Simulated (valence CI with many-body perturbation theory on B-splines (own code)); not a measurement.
# Level structure of Lu57+

Level of theory: valence CI with perturbative core correlation (CI+MBPT): four valence electrons over a frozen Dirac-Fock core [Ne], radial functions for each j: 11 s, 11 p, 10 d, 8 f, 5 g, 2 h, with the one-electron correlation potential Σ1, the two-electron term Σ2, the three-electron term Σ3, Breit, model QED; selected CI, second order for the rest, scaled by the run's own slope (own B-spline code, finite nucleus).

The last digits are not significant, and no measured levels were compared; by estimate large intervals hold to a few tenths of a per cent, small ones and those within an open d or f shell to about a per cent. Among the levels kept, up to 560 cm⁻¹ of a level comes from second order outside the variational space, and about a tenth of that is noise between levels of different J, which matters for small intervals.

Levels 1 to 45 of 166, with energies above the lowest level, (3s^2 3p1/2^2) J=0. "Leading %" is the weight of the configuration and term that name the level; weights of strongly mixed levels are sums over their largest components and can fall short. In the jj column 3d3/2^4 stands for four electrons in 3d with j = 3/2. Lifetimes count E1, E2, E3, M1 and M2 decay at the calculated energies, and are blank where another channel may lead or the interval is too uncertain; long ones can be off by a factor of two.

| No. | Configuration | Term | J | E (× 10³ cm⁻¹) | Leading % | Leading jj | Lifetime |
| --- | --- | --- | --- | --- | --- | --- | --- |
| 1 | 3s2.3p2 | 3P | 0 | 0.00 | 69 | 3s^2 3p1/2^2 (99 %) |  |
| 2 | 3s2.3p2 | 3P | 1 | 2290.9 | 99 | 3s^2 3p1/2 3p3/2 (99 %) | 6.83 ns |
| 3 | 3s2.3p2 | 1D | 2 | 2362.9 | 64 | 3s^2 3p1/2 3p3/2 (99 %) | 481 ns |
| 4 | 3s.3p3 | 3P° | 2 | 3562.3 | 46 | 3s 3p1/2^2 3p3/2 (96 %) | 42.5 ps |
| 5 | 3s.3p3 | 3D° | 1 | 3777.4 | 29 | 3s 3p1/2^2 3p3/2 (82 %) | 1.69 ps |
| 6 | 3s2.3p.3d | 3F° | 2 | 3976.5 | 74 | 3s^2 3p1/2 3d3/2 (99 %) | 114 ps |
| 7 | 3s2.3p.3d | 3D° | 1 | 4306.3 | 44 | 3s^2 3p1/2 3d3/2 (83 %) | 299 fs |
| 8 | 3s2.3p.3d | 3P° | 2 | 4662.7 | 45 | 3s^2 3p1/2 3d5/2 (96 %) | 3.66 ps |
| 9 | 3s2.3p.3d | 3F° | 3 | 4670.4 | 52 | 3s^2 3p1/2 3d5/2 (98 %) | 5.78 ps |
| 10 | 3s2.3p2 | 3P | 2 | 4707.7 | 63 | 3s^2 3p3/2^2 (98 %) | 2.37 ns |
| 11 | 3s2.3p2 | 1S | 0 | 4864.2 | 68 | 3s^2 3p3/2^2 (98 %) | 2.14 ns |
| 12 | 3s.3p2.3d | 3D | 1 | 5279.2 | 43 | 3s 3p1/2^2 3d3/2 (98 %) | 20.2 ps |
| 13 | 3s.3p2.3d | 3D | 2 | 5334.5 | 29 | 3s 3p1/2^2 3d3/2 (97 %) | 20.7 ps |
| 14 | 3s.3p3 | 3D° | 2 | 5794.9 | 50 | 3s 3p1/2 3p3/2^2 (95 %) | 2.40 ps |
| 15 | 3s.3p2.3d | 3D | 3 | 5927.8 | 34 | 3s 3p1/2^2 3d5/2 (98 %) | 4.89 ps |
| 16 | 3s.3p3 | 3D° | 3 | 5933.0 | 93 | 3s 3p1/2 3p3/2^2 (93 %) | 3.63 ps |
| 17 | 3s.3p3 | 3P° | 0 | 6023.7 | 87 | 3s 3p1/2 3p3/2^2 (87 %) | 2.01 ps |
| 18 | 3s.3p2.3d | 3F | 2 | 6034.6 | 28 | 3s 3p1/2^2 3d5/2 (96 %) | 4.39 ps |
| 19 | 3s.3p3 | 3P° | 1 | 6134.7 | 35 | 3s 3p1/2 3p3/2^2 (83 %) | 1.17 ps |
| 20 | 3s.3p3 | 1D° | 2 | 6137.8 | 56 | 3s 3p1/2 3p3/2^2 (72 %) | 936 fs |
| 21 | 3s.3p3 | 3S° | 1 | 6222.8 | 32 | 3s 3p1/2 3p3/2^2 (96 %) | 422 fs |
| 22 | 3s2.3p.3d | 3F° | 3 | 6553.1 | 44 | 3s^2 3p3/2 3d3/2 (94 %) | 599 fs |
| 23 | 3s2.3p.3d | 3D° | 2 | 6579.1 | 40 | 3s^2 3p3/2 3d3/2 (72 %) | 287 fs |
| 24 | 3s2.3p.3d | 3P° | 1 | 6585.3 | 47 | 3s^2 3p3/2 3d3/2 (84 %) | 361 fs |
| 25 | 3s2.3p.3d | 3P° | 0 | 6594.7 | 86 | 3s^2 3p3/2 3d3/2 (86 %) | 424 fs |
| 26 | 3s2.3p.3d | 3F° | 4 | 6907.1 | 99 | 3s^2 3p3/2 3d5/2 (99 %) | 4.70 ns |
| 27 | 3s2.3p.3d | 3P° | 2 | 6978.1 | 44 | 3s^2 3p3/2 3d5/2 (96 %) | 6.63 ps |
| 28 | 3s2.3p.3d | 3D° | 3 | 7161.7 | 59 | 3s^2 3p3/2 3d5/2 (94 %) | 1.83 ps |
| 29 | 3s2.3p.3d | 1P° | 1 | 7237.3 | 63 | 3s^2 3p3/2 3d5/2 (96 %) | 2.60 ps |
| 30 | 3p4 | 3P | 2 | 7345.8 | 24 | 3s 3p1/2 3p3/2 3d3/2 (61 %) | 2.91 ps |
| 31 | 3s.3p2.3d | 5D | 0 | 7405.4 | 73 | 3s 3p1/2 3p3/2 3d3/2 (92 %) | 14.8 ps |
| 32 | 3s.3p2.3d | 5D | 1 | 7427.0 | 52 | 3s 3p1/2 3p3/2 3d3/2 (99 %) | 18.5 ps |
| 33 | 3s.3p2.3d | 5F | 3 | 7467.9 | 44 | 3s 3p1/2 3p3/2 3d3/2 (96 %) | 17.3 ps |
| 34 | 3p4 | 3P | 2 | 7492.1 | 27 | 3s 3p1/2 3p3/2 3d3/2 (52 %) | 1.19 ps |
| 35 | 3p4 | 1S | 0 | 7576.6 | 44 | 3p1/2^2 3p3/2^2 (69 %) | 936 fs |
| 36 | 3s.3p2.3d | 3G | 4 | 7596.6 | 30 | 3s 3p1/2 3p3/2 3d3/2 (94 %) | 44.7 ps |
| 37 | 3s.3p2.3d | 3F | 2 | 7704.3 | 58 | 3s 3p1/2 3p3/2 3d3/2 (86 %) | 1.02 ps |
| 38 | 3s.3p2.3d | 3D | 3 | 7751.4 | 31 | 3s 3p1/2 3p3/2 3d3/2 (91 %) | 599 fs |
| 39 | 3s.3p2.3d | 5P | 1 | 7787.2 | 31 | 3s 3p1/2 3p3/2 3d3/2 (97 %) | 536 fs |
| 40 | 3s.3p2.3d | 3D | 2 | 7798.1 | 25 | 3s 3p1/2 3p3/2 3d3/2 (85 %) | 411 fs |
| 41 | 3s.3p2.3d | 3G | 3 | 7825.9 | 46 | 3s 3p1/2 3p3/2 3d3/2 (97 %) | 594 fs |
| 42 | 3s.3p2.3d | 3D | 1 | 7838.7 | 43 | 3s 3p1/2 3p3/2 3d3/2 (95 %) | 470 fs |
| 43 | 3s.3p2.3d | 5D | 4 | 7942.6 | 47 | 3s 3p1/2 3p3/2 3d5/2 (99 %) | 149 ps |
| 44 | 3s.3p2.3d | 3D | 1 | 8015.9 | 50 | 3s 3p1/2 3p3/2 3d3/2 (88 %) | 299 fs |
| 45 | 3s.3p2.3d | 3F | 2 | 8043.9 | 30 | 3s 3p1/2 3p3/2 3d3/2 (75 %) | 309 fs |

The ionisation energy to 3s2.3p 2P°_1/2 of the next ion comes out as 5939.2 eV (NIST: 5937 ± 6 eV (theoretical)). All 166 levels together are meant to be complete up to 12095 × 10³ cm⁻¹.
